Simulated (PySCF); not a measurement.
**Rh+: ionisation energy**

Rh+ [Kr] 4d8 (3F) → Rh(2+) [Kr] 4d7 (4F), as a difference of total energies. All numbers are calculated (PySCF 2.14, scalar relativity through the core potential, in aug-cc-pwCVDZ-PP with ECP28MDF (6s6p5d3f, 70 functions)). Correlated levels: valence and next inner shell: nothing frozen outside the core potential. The calculations carry no spin-orbit coupling.

```json
{"method": "UHF", "ionisation energy (eV)": "16.111"}
{"method": "MP2 (valence and next inner shell)", "ionisation energy (eV)": "17.763"}
{"method": "SCS-MP2 (valence and next inner shell)", "ionisation energy (eV)": "17.638"}
{"method": "CCSD (valence and next inner shell)", "ionisation energy (eV)": "17.484"}
{"method": "CCSD(T) (valence and next inner shell)", "ionisation energy (eV)": "17.588"}
```

Q: How much does correlation contribute at CCSD(T) (valence and next inner shell)?

A: 17.588 − (16.111) = 1.477 eV, measured against UHF.

The reference lies between the lowest fine-structure levels, while these numbers refer to the centres of the terms.

Errors of the correlated levels include the incompleteness of this basis.

For comparison: 18.08 eV (semi-empirical (NIST evaluation); NIST Atomic Spectra Database, ionization energies).
